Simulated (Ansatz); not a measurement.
Zn4Br8⁻, 12 atoms. Hardware: 2 threads of AMD EPYC 7R13 on a shared host and a share (18 GiB) of an NVIDIA H100 80GB HBM3.

Correlated methods freeze 108 core orbitals; core or outer-core shells of Br are correlated, in sets that lack core-valence functions. Single mean-field runs in def2-TZVP are fitted with def2-universal-jkfit.

Q: How many basis functions does each of these Ansatz runs have, and roughly what does it cost? MP2/def2-SVP, charge -1 doublet, energy, from earlier orbitals; PBE-D4/def2-TZVP, charge -1 doublet, energy and forces, from earlier orbitals; RPA@PBE/def2-SVP, charge -1 doublet, energy, from earlier orbitals; r2SCAN-D4/def2-TZVP, charge -1 doublet, energy, from earlier orbitals; PBE-D4/def2-SVP, charge -1 doublet, energy, from earlier orbitals; B3LYP-D4/def2-TZVP, charge -1 doublet, energy, from earlier orbitals; PBE0-D4/def2-SVP, charge -1 doublet, energy, from earlier orbitals; PBE-D4/def2-SVP, charge -1 doublet, relaxation, 33 steps; PBE0-D4/def2-TZVP, charge -1 doublet, energy, from earlier orbitals; PBE0-D4/def2-SVP, charge -1 doublet, energy with a search over starts.

A: Other jobs shared the machine, so times can vary by a factor of up to 3.

```tsv
run	functions	fitting or Cholesky vectors	wall time	peak host memory (GiB)
PBE-D4/def2-SVP, charge -1 doublet, energy, from earlier orbitals	380	4192	10 s	1.1
r2SCAN-D4/def2-TZVP, charge -1 doublet, energy, from earlier orbitals	576	3184	11 s	1.4
RPA@PBE/def2-SVP, charge -1 doublet, energy, from earlier orbitals	380	3619	13 s	1.9
B3LYP-D4/def2-TZVP, charge -1 doublet, energy, from earlier orbitals	576	3184	14 s	1.2
PBE0-D4/def2-SVP, charge -1 doublet, energy, from earlier orbitals	380	3619	14 s	1.1
MP2/def2-SVP, charge -1 doublet, energy, from earlier orbitals	380	3619	15 s	0.99
PBE-D4/def2-TZVP, charge -1 doublet, energy and forces, from earlier orbitals	576	3184	15 s	1.2
PBE0-D4/def2-TZVP, charge -1 doublet, energy, from earlier orbitals	576	3184	16 s	1.2
PBE0-D4/def2-SVP, charge -1 doublet, energy with a search over starts	380	3619	23 s	1.1
PBE-D4/def2-SVP, charge -1 doublet, relaxation, 33 steps	380	4192	3.3 min	1.1
```
